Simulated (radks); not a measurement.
The numbers below are computed, except where a source is named.
Problem. Ionisation of neutral niobium, [Kr] 4d4 5s1, to Nb+, [Kr] 4d4, under several functionals. Dirac Kohn-Sham, spin-unpolarised, spherical densities, finite nucleus; open shells fill j = l - 1/2 first; a radial shooting solver on a logarithmic mesh with Libxc functionals. The NIST Atomic Spectra Database gives 6.759 eV (measured). Rank these functionals by the error of their Delta-SCF ionisation energy: XLYP; revPBE; Wu-Cohen GGA; LDA (Slater exchange, Perdew-Zunger correlation).

Solution. From best to worst: XLYP 6.669 eV (-0.090); LDA (Slater exchange, Perdew-Zunger correlation) 6.887 eV (+0.128); Wu-Cohen GGA 6.605 eV (-0.154); revPBE 6.496 eV (-0.263). Spin polarisation and multiplet splitting are left out, so open shells lie too high by an amount that depends on their filling.

Beside tabulated values, note that spin-unpolarised runs miss the spin-polarisation part of the exchange energy of open shells.
